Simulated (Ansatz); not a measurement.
Consider the hydrogenolysis of the Al–O bond: `C=[C]1[O][Al]1[OH]` + H₂ → `C=[C]1[O][AlH]1` + H₂O.

Computed with Ansatz on PBE0-D4/def2-TZVP structures; ΔE is electronic, products minus reactants. CCSD(T)/CBS is the MP2 limit (def2-TZVPP, def2-QZVPP) plus CCSD(T) − MP2 in def2-TZVPP, frozen cores. This one scheme is used for every species. One conformer a species, not always the lowest.

```csv
species,CCSD(T)/CBS(def2) energy (Eh)
`C=[C]1[O][Al]1[OH]`,-470.28316
H₂,-1.17544
`C=[C]1[O][AlH]1`,-395.03957
H₂O,-76.37941
```

Work out ΔE.

ΔE = (-395.03957) + (-76.37941) − (-470.28316) − (-1.17544) = 0.03962 Eh = +104.0 kJ/mol.

What do rigid-rotor, harmonic-oscillator terms from PBE0-D4/def2-TZVP frequencies (298.15 K, 1 bar) make of the CCSD(T)/CBS value? (Estimate.)

Computed: ΔZPE = +12.0 kJ/mol, ΔH = +113.3 kJ/mol, ΔS = 25 J/(mol·K), ΔG = +106.0 kJ/mol.

Largest T1 diagnostic among the species: 0.018.

From r2SCAN to r2SCAN0 (25 % exact exchange), in def2-TZVPP and without D4, ΔE moves by −4.2 kJ/mol. The D4 term adds +3.3 kJ/mol with B3LYP and +1.8 kJ/mol with PBE0; it sums over pairs of atoms, weighted by their polarisabilities, and B3LYP, whose exchange is more repulsive, gets the larger term. Leaving LDA and LC-ωPBE aside and taking each functional with its dispersion term where it has one, the values, not all of them listed here, spread over 15.1 kJ/mol, from B97M-V to r2SCAN-D4.

B3LYP here is the variant with VWN-RPA as its local correlation; programs differ in this.
